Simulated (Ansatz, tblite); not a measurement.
Cost and result up the ladder for the cluster Al₂Si₂ (4 atoms). Total charge 0; singlet. Geometry: PBE-D4/def2-TZVP.

```xyz
4

Al    0.162   -0.579   -1.050
Al   -0.166    0.577    1.051
Si   -0.964    1.633   -1.049
Si    0.969   -1.631    1.048
```

Ansatz on 4 threads of Arm Neoverse V2 on a shared host; xTB runs through tblite on one thread. Times are rough, summed over both states, and most runs start from the orbitals of an earlier one. ωB97M-V/def2-TZVP serves as the yardstick here, not as an exact answer. The other state is a triplet at its own geometry.

The xTB rows come from tblite. Correlated methods freeze 20 core orbitals. The structure comes from a short search, and lower isomers may exist.

Run but left out: HF/def2-TZVP, HF/def2-TZVPP, r2SCAN-D4/def2-TZVP (singlet: restricted singlet, unstable towards broken spin symmetry); MP2/def2-TZVP, MP2/def2-TZVPP, CCSD/def2-TZVPP, CCSD(T)/def2-TZVPP (triplet: ⟨S²⟩ 3.02, where a pure state has 2.00).

Correlated methods converge slowly with the basis.

xTB has no spin-polarisation term.

```json
{"level": "GFN1-xTB", "functions": "36", "wall time": "0.006 s", "triplet − singlet (eV)": "0.23", "difference from ωB97M-V/def2-TZVP (eV)": "0.27"}
{"level": "GFN2-xTB", "functions": "36", "wall time": "0.016 s", "triplet − singlet (eV)": "0.65", "difference from ωB97M-V/def2-TZVP (eV)": "0.69"}
{"level": "PBE-D4/def2-TZVP", "functions": "148", "wall time": "3.4 s", "triplet − singlet (eV)": "-0.30", "difference from ωB97M-V/def2-TZVP (eV)": "-0.26"}
{"level": "BLYP-D4/def2-TZVP (with forces)", "functions": "148", "wall time": "3.7 s", "triplet − singlet (eV)": "-0.26", "difference from ωB97M-V/def2-TZVP (eV)": "-0.21"}
{"level": "RPA@PBE/def2-TZVP", "functions": "148", "wall time": "5.3 s", "triplet − singlet (eV)": "-0.13", "difference from ωB97M-V/def2-TZVP (eV)": "-0.09"}
{"level": "PBE0-D4/def2-TZVP", "functions": "148", "wall time": "9 s", "triplet − singlet (eV)": "-0.32", "difference from ωB97M-V/def2-TZVP (eV)": "-0.28"}
{"level": "B97M-V/def2-TZVP", "functions": "148", "wall time": "13 s", "triplet − singlet (eV)": "-0.16", "difference from ωB97M-V/def2-TZVP (eV)": "-0.12"}
{"level": "ωB97M-V/def2-TZVP", "functions": "148", "wall time": "35 s", "triplet − singlet (eV)": "-0.04", "difference from ωB97M-V/def2-TZVP (eV)": "0.00"}
```
